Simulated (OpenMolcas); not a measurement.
**Nd⁴⁺: the spin-orbit constant, worked from levels**

```
Program             : OpenMolcas 26.06
Basis               : ANO-R3 [9s8p5d5f3g1h]
Scalar Hamiltonian  : X2C, finite nucleus
Active space        : 2 electrons in 7 orbitals (4f)
State averaging     : 2S+1 = 3 even, 21 roots; 2S+1 = 1 even, 28 roots
Spin-orbit coupling : RASSI with atomic mean-field integrals over the reference wave functions, term energies averaged over their components
```

Methods: CASSCF; SS-CASPT2, IPEA 0.25 Eh, imaginary shift 0.1 Eh (closed shells correlated: 5s 5p). Measured levels: the list in Carvajal Gallego et al., Mon. Not. R. Astron. Soc. 518, 332 (2023).

**The spin-orbit constant.** For the Hund term ³H of f2, E(J) = (A/2) J(J+1) + constant and ζ = 2S·A = 2A. From J = 4 to J = 6 the energy changes by 11 A.

```csv
Source,E(6) - E(4),A,ζ
CASSCF,6041.8,549.3,1099
SS-CASPT2,6061.8,551.1,1102
measured,5743.4,522.1,1044
```

All in cm-1. SS-CASPT2 is off by +5.5 % and CASSCF by +5.2 %. Both methods take the spin-orbit matrix elements from the reference wave functions, so the second can move ζ only through the term energies and any multistate remixing. Second-order mixing with other terms is absorbed into this ζ.

CASPT2 breaks the degeneracy within a term, and the mean is taken; among the terms shown or strongly mixed into the levels shown the widest spread is 38 cm-1 (4f² ³H, SS-CASPT2). Without dynamic correlation excited terms often stand tens of per cent too high (terms of higher spin than the ground term too low), and those without a measured partner can miss by more than the paired ones (holds for CASSCF). Computed and measured levels are paired by configuration, term and J; levels that our copy of the source lacks, or whose pairing is in doubt (as where it misses far off the trend of its configuration), stay unpaired and out of the deviations. Levels of configurations outside the active space are missing.
